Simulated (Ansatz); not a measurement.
Program: Ansatz. Geometries: PBE0-D4/def2-TZVP. ΔE: electronic, gas phase. CCSD(T)/CBS is the MP2 limit (def2-TZVPP, def2-QZVPP) plus CCSD(T) − MP2 in def2-TZVPP, frozen cores. For Se outer-core shells are correlated without core-valence functions, which leaves a few kJ/mol of doubt a bond. Scalar relativity is left out up to krypton. One conformer a species, not always the lowest.

`C[SiH2][SiH](O)F` + `CC[SeH]` → `CC[Se][SiH2]C` + `O[SiH2]F`  (cleavage of the Si–Si bond)

`C[SiH2][SiH](O)F`:

Z-matrix (Å, degrees):
```
C
Si 1 1.875
H 1 1.092 2 110.3
H 1 1.092 2 110.6 3 -119.7
H 1 1.092 2 110.8 3 120.2
Si 2 2.340 1 110.8 3 58.4
H 2 1.490 1 111.0 3 -61.5
H 2 1.490 1 111.0 3 179.0
F 6 1.607 2 109.5 1 65.6
O 6 1.640 2 106.5 1 -52.7
H 6 1.489 2 116.2 1 -176.0
H 10 0.959 6 118.8 2 -171.1
```

`CC[SeH]`:

Z-matrix (Å, degrees):
```
C
C 1 1.512
H 1 1.091 2 111.2
H 1 1.095 2 110.4 3 120.3
H 1 1.092 2 111.2 3 -120.1
Se 2 1.958 1 114.0 3 57.4
H 2 1.090 1 112.1 3 -179.9
H 2 1.092 1 111.4 3 -59.4
H 6 1.469 2 95.0 1 63.4
```

`CC[Se][SiH2]C`:

```xyz
15

C    -0.244    1.061   -2.242
C    -0.734   -0.300   -1.805
Se   -1.417   -0.346    0.042
Si    0.586   -0.251    1.113
C     0.286   -0.578    2.925
H    -1.031    1.811   -2.150
H     0.079    1.029   -3.288
H     0.604    1.394   -1.640
H    -1.582   -0.632   -2.407
H     0.043   -1.061   -1.883
H     1.239    1.076    0.930
H     1.489   -1.272    0.510
H    -0.391    0.169    3.346
H     1.228   -0.534    3.477
H    -0.156   -1.565    3.073
```

`O[SiH2]F`:

```xyz
6

O    -0.287   -1.185    0.365
Si   -0.105    0.359   -0.122
F     0.791    0.440   -1.440
H     0.461   -1.643    0.751
H    -1.455    0.852   -0.452
H     0.595    1.176    0.897
```

```csv
species,CCSD(T)/CBS(def2) energy (Eh)
`C[SiH2][SiH](O)F`,-795.51430
`CC[SeH]`,-2480.41858
`CC[Se][SiH2]C`,-2810.00010
`O[SiH2]F`,-465.96250
```

Work out ΔE.

ΔE = (-2810.00010) + (-465.96250) − (-795.51430) − (-2480.41858) = -0.02972 Eh = -18.6 kcal/mol.

Largest T1 diagnostic among the species: 0.012.

The D4 term adds −1.0 kcal/mol with B3LYP and −0.5 kcal/mol with PBE0; it sums over pairs of atoms, weighted by their polarisabilities, and B3LYP, whose exchange is more repulsive, gets the larger term. From PBE to PBE0 (25 % exact exchange), in def2-TZVPP and without D4, ΔE moves by −1.4 kcal/mol.

B3LYP here is the variant with VWN-RPA as its local correlation; programs differ in this.
